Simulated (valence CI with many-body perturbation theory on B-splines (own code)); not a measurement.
# E1 transitions of Xe46+

Computed by relativistic CI+MBPT: six valence electrons over a frozen Dirac-Fock core [He], radial functions for each j: 9 s, 9 p, 8 d, 6 f, 3 g, 1 h, with the one-electron correlation potential Σ1 (screened to all orders), the two-electron term Σ2, the three-electron term Σ3, Breit, model QED; selected single and double excitations, second order for the rest, scaled by the run's own slope (own B-spline code, finite nucleus).

No measured spectrum was set against this ion. As an estimate, large intervals hold to a few tenths of a per cent, small ones and those within an open d or f shell to about a per cent. Among the levels kept, up to 2500 cm⁻¹ of a level comes from second order outside the variational space, and about a tenth of that is noise between levels of different J, which matters for small intervals.

Lines 101 to 150 of 248 in falling wavelength, among levels below 41066 × 10³ cm⁻¹, chosen from the strongest by gf and those to the six lowest levels. Wavelengths and rates use the calculated energies. Electric multipoles are in the length gauge with retardation, E1 and E2 with the static RPA response of the core. Weak lines are less certain than strong ones. Lines between different terms over intervals too small for the method are left out, as are lines whose strength nearly cancels. The highest levels of a list are the least certain.

Levels are named by their leading jj configuration (3d3/2^4 stands for four electrons in 3d with j = 3/2), which in mixed levels can hold well under half, so a name can repeat and another be missing. Letters in brackets count levels of one name in rising energy.

| λ vac (nm) | Upper | Lower | A (s⁻¹) | log gf | Branch % |
| --- | --- | --- | --- | --- | --- |
| 4.511 | (2s 2p1/2^2 2p3/2^2 3s) J=1 [b] | (2s^2 2p1/2 2p3/2^2 3s) J=2 [b] | 6.64e+10 | -1.22 | 0.1 |
| 4.432 | (2s 2p1/2^2 2p3/2^2 3s) J=2 [b] | (2s^2 2p1/2 2p3/2^2 3s) J=3 | 3.97e+10 | -1.23 | 0.4 |
| 4.181 | (2s 2p1/2^2 2p3/2^3) J=1 | (2s^2 2p1/2 2p3/2^3) J=2 | 5.15e+10 | -1.39 | 2.6 |
| 4.067 | (2p1/2^2 2p3/2^4) J=0 | (2s 2p1/2 2p3/2^4) J=1 | 2.80e+11 | -1.16 | 8.9 |
| 3.959 | (2s 2p1/2^2 2p3/2^3) J=1 | (2s^2 2p1/2 2p3/2^3) J=1 | 2.23e+10 | -1.80 | 1.1 |
| 2.273 | (2s 2p1/2^2 2p3/2^2 3s) J=3 | (2s^2 2p1/2^2 2p3/2 3s) J=2 | 1.96e+11 | -0.97 | 2.8 |
| 2.273 | (2s 2p1/2^2 2p3/2^2 3p1/2) J=2 | (2s^2 2p1/2^2 2p3/2 3p1/2) J=1 | 1.38e+11 | -1.27 | 0.3 |
| 2.256 | (2s 2p1/2^2 2p3/2^2 3p1/2) J=3 | (2s^2 2p1/2^2 2p3/2 3p1/2) J=2 | 1.64e+11 | -1.06 | 15.6 |
| 2.222 | (2s 2p1/2^2 2p3/2^2 3s) J=2 [a] | (2s^2 2p1/2^2 2p3/2 3s) J=1 | 9.14e+10 | -1.47 | 0.2 |
| 2.086 | (2s 2p1/2^2 2p3/2^3) J=2 | (2s^2 2p1/2^2 2p3/2^2) J=2 | 7.49e+11 | -0.61 | 94.0 |
| 2.059 | (2s 2p1/2 2p3/2^4) J=0 | (2s^2 2p1/2 2p3/2^3) J=1 | 1.48e+12 | -1.03 | 100.0 |
| 2.035 | (2s 2p1/2^2 2p3/2^3) J=1 | (2s^2 2p1/2^2 2p3/2^2) J=0 | 4.49e+11 | -1.08 | 22.8 |
| 2.015 | (2s 2p1/2^2 2p3/2^2 3s) J=2 [b] | (2s^2 2p1/2^2 2p3/2 3s) J=1 | 1.65e+11 | -1.30 | 1.5 |
| 2.015 | (2s 2p1/2^2 2p3/2^2 3s) J=1 [b] | (2s^2 2p1/2^2 2p3/2 3s) J=1 | 1.37e+12 | -0.60 | 2.4 |
| 2.015 | (2s 2p1/2^2 2p3/2^2 3s) J=1 [a] | (2s^2 2p1/2^2 2p3/2 3s) J=2 | 8.63e+11 | -0.80 | 3.5 |
| 2.009 | (2s 2p1/2 2p3/2^4) J=1 | (2s^2 2p1/2 2p3/2^3) J=2 | 1.57e+12 | -0.55 | 83.5 |
| 1.994 | (2s 2p1/2^2 2p3/2^2 3s) J=2 [b] | (2s^2 2p1/2^2 2p3/2 3s) J=2 | 1.19e+12 | -0.45 | 10.8 |
| 1.982 | (2p1/2^2 2p3/2^4) J=0 | (2s 2p1/2^2 2p3/2^3) J=1 | 2.87e+12 | -0.77 | 91.1 |
| 1.975 | (2s 2p1/2^2 2p3/2^2 3s) J=0 | (2s^2 2p1/2^2 2p3/2 3s) J=1 | 7.31e+11 | -1.37 | 2.6 |
| 1.956 | (2s 2p1/2 2p3/2^4) J=1 | (2s^2 2p1/2 2p3/2^3) J=1 | 2.35e+11 | -1.39 | 12.6 |
| 1.915 | (2s 2p1/2^2 2p3/2^3) J=1 | (2s^2 2p1/2^2 2p3/2^2) J=2 | 1.45e+12 | -0.62 | 73.5 |
| 1.333 | (2s 2p1/2 2p3/2^4) J=1 | (2s^2 2p1/2^2 2p3/2^2) J=0 | 1.42e+09 | -3.94 | 0.1 |
| 1.281 | (2s 2p1/2 2p3/2^4) J=1 | (2s^2 2p1/2^2 2p3/2^2) J=2 | 3.85e+10 | -2.55 | 2.1 |
| 0.3192 | (2s^2 2p1/2^2 2p3/2 3p1/2) J=1 | (2s 2p1/2^2 2p3/2^3) J=1 | 2.52e+09 | -4.94 | 1.0 |
| 0.3191 | (2s^2 2p1/2^2 2p3/2 3p1/2) J=2 | (2s 2p1/2^2 2p3/2^3) J=1 | 4.14e+10 | -3.50 | 11.5 |
| 0.3149 | (2s^2 2p1/2^2 2p3/2 3p1/2) J=1 | (2s 2p1/2^2 2p3/2^3) J=2 | 6.22e+10 | -3.56 | 24.1 |
| 0.3148 | (2s^2 2p1/2^2 2p3/2 3p1/2) J=2 | (2s 2p1/2^2 2p3/2^3) J=2 | 7.32e+09 | -4.26 | 2.0 |
| 0.3115 | (2s^2 2p1/2^2 2p3/2 3p3/2) J=1 | (2s 2p1/2^2 2p3/2^3) J=1 | 2.08e+10 | -4.04 | 6.0 |
| 0.3101 | (2s^2 2p1/2^2 2p3/2 3p3/2) J=2 | (2s 2p1/2^2 2p3/2^3) J=1 | 2.60e+09 | -4.73 | 0.9 |
| 0.3088 | (2s^2 2p1/2^2 2p3/2 3p3/2) J=0 | (2s 2p1/2^2 2p3/2^3) J=1 | 4.30e+11 | -3.21 | 43.2 |
| 0.3074 | (2s^2 2p1/2^2 2p3/2 3p3/2) J=3 | (2s 2p1/2^2 2p3/2^3) J=2 | 5.07e+10 | -3.30 | 17.4 |
| 0.3074 | (2s^2 2p1/2^2 2p3/2 3p3/2) J=1 | (2s 2p1/2^2 2p3/2^3) J=2 | 8.61e+10 | -3.44 | 25.0 |
| 0.3060 | (2s^2 2p1/2^2 2p3/2 3p3/2) J=2 | (2s 2p1/2^2 2p3/2^3) J=2 | 6.56e+10 | -3.34 | 22.5 |
| 0.3021 | (2s^2 2p1/2^2 2p3/2 3s) J=2 | (2s^2 2p1/2 2p3/2^3) J=2 | 1.52e+10 | -3.98 | 0.1 |
| 0.3016 | (2s^2 2p1/2^2 2p3/2 3s) J=1 | (2s^2 2p1/2 2p3/2^3) J=2 | 8.33e+09 | -4.47 | 0.0 |
| 0.3009 | (2s^2 2p1/2^2 2p3/2 3s) J=2 | (2s^2 2p1/2 2p3/2^3) J=1 | 1.94e+09 | -4.88 | 0.0 |
| 0.3004 | (2s^2 2p1/2^2 2p3/2 3s) J=1 | (2s^2 2p1/2 2p3/2^3) J=1 | 4.08e+10 | -3.78 | 0.1 |
| 0.2950 | (2s^2 2p1/2 2p3/2^2 3p1/2) J=1 [a] | (2s 2p1/2^2 2p3/2^3) J=1 | 2.89e+10 | -3.95 | 20.6 |
| 0.2945 | (2s^2 2p1/2 2p3/2^2 3p1/2) J=2 [a] | (2s 2p1/2^2 2p3/2^3) J=1 | 1.91e+08 | -5.91 | 0.1 |
| 0.2918 | (2s^2 2p1/2 2p3/2^2 3p1/2) J=2 [b] | (2s 2p1/2^2 2p3/2^3) J=1 | 2.66e+11 | -2.77 | 29.9 |
| 0.2914 | (2s^2 2p1/2 2p3/2^2 3p1/2) J=1 [b] | (2s 2p1/2^2 2p3/2^3) J=1 | 3.19e+10 | -3.91 | 9.3 |
| 0.2913 | (2s^2 2p1/2 2p3/2^2 3p1/2) J=1 [a] | (2s 2p1/2^2 2p3/2^3) J=2 | 1.42e+10 | -4.27 | 10.2 |
| 0.2908 | (2s^2 2p1/2 2p3/2^2 3p1/2) J=2 [a] | (2s 2p1/2^2 2p3/2^3) J=2 | 4.86e+09 | -4.51 | 2.5 |
| 0.2898 | (2s^2 2p1/2 2p3/2^2 3p1/2) J=3 | (2s 2p1/2^2 2p3/2^3) J=2 | 3.06e+10 | -3.57 | 11.0 |
| 0.2894 | (2s^2 2p1/2 2p3/2^2 3p1/2) J=0 | (2s 2p1/2^2 2p3/2^3) J=1 | 4.58e+11 | -3.24 | 56.9 |
| 0.2884 | (2s^2 2p1/2 2p3/2^2 3p3/2) J=2 [a] | (2s 2p1/2^2 2p3/2^3) J=1 | 3.25e+10 | -3.69 | 3.8 |
| 0.2882 | (2s^2 2p1/2 2p3/2^2 3p1/2) J=2 [b] | (2s 2p1/2^2 2p3/2^3) J=2 | 4.49e+11 | -2.55 | 50.6 |
| 0.2881 | (2s^2 2p1/2 2p3/2^2 3p3/2) J=0 | (2s 2p1/2^2 2p3/2^3) J=1 | 1.70e+10 | -4.67 | 5.2 |
| 0.2878 | (2s^2 2p1/2 2p3/2^2 3p1/2) J=1 [b] | (2s 2p1/2^2 2p3/2^3) J=2 | 9.85e+09 | -4.44 | 2.9 |
| 0.2874 | (2s^2 2p1/2 2p3/2^2 3p3/2) J=1 [a] | (2s 2p1/2^2 2p3/2^3) J=1 | 3.27e+10 | -3.92 | 8.9 |

Task: How does gf follow from A for the line at 0.2945 nm?

Result: gf = 1.4992 × (2J+1)_upper × A / σ², with σ = 33956815 cm⁻¹ and 2J+1 = 5: gf = 1.24e-06.
